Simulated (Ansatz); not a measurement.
Consider the formal hydrolysis of the Al–S bond: `C[CH2][Al]([CH3])[SH]` + H₂O → `C[CH2][Al]([CH3])[OH]` + H₂S.

Gas-phase electronic energies from Ansatz, PBE0-D4/def2-TZVP geometries. CCSD(T)/CBS adds triple-zeta CCSD(T) − MP2 to the extrapolated MP2 energy (def2 sets, frozen cores). This one scheme is used for every species. Functionals use def2-TZVPP. One conformer a species, not always the lowest.

`C[CH2][Al]([CH3])[SH]`:

```xyz
14

C     0.091    1.962   -0.935
C    -0.276    1.073    0.250
Al    0.099   -0.844    0.089
C    -0.303   -2.148    1.480
S     1.022   -1.609   -1.750
H    -0.154    3.013   -0.755
H     1.161    1.917   -1.158
H    -0.437    1.662   -1.845
H    -1.345    1.172    0.481
H     0.232    1.423    1.158
H     0.005   -3.160    1.206
H    -1.377   -2.172    1.694
H     0.197   -1.888    2.419
H     1.084   -0.401   -2.335
```

H₂O:

```xyz
3

O     0.198    0.335    0.006
H     0.549   -0.552    0.108
H    -0.747    0.216   -0.114
```

`C[CH2][Al]([CH3])[OH]`:

```xyz
14

C     0.392    0.786    1.743
C    -0.743   -0.012    1.100
Al   -0.463   -0.510   -0.778
C     1.112   -0.014   -1.808
O    -1.641   -1.427   -1.600
H     1.334    0.231    1.731
H     0.577    1.725    1.213
H     0.182    1.041    2.786
H    -1.684    0.551    1.168
H    -0.931   -0.928    1.675
H     1.215    1.074   -1.877
H     1.074   -0.413   -2.824
H     2.030   -0.380   -1.336
H    -2.453   -1.724   -1.193
```

H₂S:

```xyz
3

S     0.539   -0.269   -0.144
H    -0.220    0.665   -0.735
H    -0.319   -0.396    0.879
```

Problem. Is it downhill or uphill in electronic energy at CCSD(T)/CBS, and by how much? (Best estimate.)

Solution. Computed: Downhill: ΔE = -0.14 eV.

Problem. What do these levels give: PBE-D4, PBE0-D4, BHLYP-D4, revPBE, r2SCAN, PBE0, LC-ωPBE, RPA@PBE/def2-TZVPP, CCSD/def2-SVP, SCS-MP2/def2-TZVPP, CCSD(T)/def2-TZVPP, HF/CBS(def2)? (Estimate.)

Solution. Computed: PBE-D4 -0.10, PBE0-D4 -0.08, BHLYP-D4 -0.20, revPBE -0.14, r2SCAN -0.17, PBE0 -0.12, LC-ωPBE -0.19, RPA@PBE/def2-TZVPP -0.23, CCSD/def2-SVP -0.27, SCS-MP2/def2-TZVPP -0.22, CCSD(T)/def2-TZVPP -0.19, HF/CBS(def2) -0.28 eV.

Largest T1 diagnostic among the species: 0.011.

In def2-TZVPP, CCSD(T) changes the Hartree–Fock value by +0.08 eV (the triples alone add +0.02 eV) and MP2 by +0.10 eV. The D4 term adds +0.06 eV with B3LYP and +0.03 eV with PBE0; it sums over pairs of atoms, weighted by their polarisabilities, and B3LYP, whose exchange is more repulsive, gets the larger term. Leaving LDA and LC-ωPBE aside and taking each functional with its dispersion term where it has one, the values, not all of them listed here, spread over 0.18 eV, from CAM-B3LYP-D4 to HSE06-D4.

B3LYP here is the variant with VWN-RPA as its local correlation; programs differ in this.
